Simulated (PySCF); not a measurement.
```xyz
3
charge 0 multiplicity 2, angstrom
Bi    0.0000    0.0000   -0.3910
Cl    1.8515    0.0000    1.1820
Cl   -1.8515    0.0000    1.1820
```

Computed with PySCF, UPBE0, basis Bi def2-TZVP with ECP60, Cl def2-TZVP (scalar-relativistic core potentials, no spin–orbit coupling, density fitting).

This geometry of BiCl2 is a stationary point at this level.

Question: What is the point group?

Answer: C2v.

Question: Is it a minimum?

Answer: Yes: all harmonic wavenumbers are real.

Question: What are the dipole moment and the gap between the highest occupied and lowest empty levels of either spin?

Answer: 3.68 D and 2.89 eV.

Question: Give the atomic charges and bond orders.

Answer: 
```
 atom  Mulliken  Löwdin  polar tensor  spin (Mulliken)  Mayer order to Bi1
  Bi1      0.71    0.22          1.11             0.94                   –
Cl2,3     -0.36   -0.11         -0.56             0.03                1.01
```

Question: Give the ideal-gas entropy at 298.15 K and 1 bar by parts.

Answer: translation 179.1, rotation 110.3, vibration 24.2, spin 5.8; total 319.4 J/(mol K).

This need not be the most stable arrangement of these atoms. No spin–orbit coupling is included, which matters more the heavier the element.
